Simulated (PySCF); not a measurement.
trifluorosilylmethanol (CH3F3OSi), SMILES OC[Si](F)(F)F.

Geometry optimised at PBE0-D3(BJ)/def2-SVP. One conformer was computed; it need not be the lowest.

Computed with TDDFT-PBE/def2-SVPD (PySCF).

Vertical excitations. Gas-phase values at a fixed geometry.

```csv
state,energy (eV),λ (nm),f,main pairs
S1,6.04,205,0.002,HOMO→LUMO 98 %
S2,6.55,189,0.045,HOMO→LUMO+1 97 %
S3,7.50,165,0.005,HOMO→LUMO+2 94 %
S4,7.57,164,0.018,HOMO→LUMO+3 96 %
S5,7.78,159,0.004,HOMO−1→LUMO 94 %
S6,7.96,156,0.006,HOMO→LUMO+4 94 %
S7,8.23,151,0.024,HOMO−1→LUMO+1 90 %
S8,8.43,147,0.038,HOMO→LUMO+5 91 %
S9,9.06,137,0.005,HOMO→LUMO+6 95 %
S10,9.17,135,0.002,"HOMO→LUMO+7 54 %, HOMO−1→LUMO+2 42 %"
T1,5.77,215,0,HOMO→LUMO 96 %
T2,6.20,200,0,HOMO→LUMO+1 96 %
T3,7.16,173,0,HOMO→LUMO+2 98 %
T4,7.43,167,0,HOMO→LUMO+3 84 %
```
Triplets are in the Tamm–Dancoff approximation, which puts them higher than full response would, so one can lie above its singlet here.
